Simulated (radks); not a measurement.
Results of a calculation; reference values are marked as such.
C2+, configuration [He] 2s0.5 2p1.5 (fractional occupations, a model configuration). Level of theory: non-relativistic Kohn-Sham, PBE, spin-unpolarised, spherical densities, point nucleus (a radial shooting solver on a logarithmic mesh with Libxc functionals).

X-ray form factor f0, the Fourier transform of the density (f0(0) = 4):

| sin(theta)/lambda (1/angstrom) | f0 (electrons) |
|---|---|
| 0.05 | 3.917 |
| 0.1 | 3.690 |
| 0.15 | 3.370 |
| 0.2 | 3.021 |
| 0.25 | 2.689 |
| 0.3 | 2.404 |
| 0.4 | 1.989 |
| 0.5 | 1.736 |
| 0.6 | 1.567 |
| 0.8 | 1.314 |
| 1 | 1.089 |
| 1.25 | 0.838 |
| 1.5 | 0.635 |
| 2 | 0.360 |
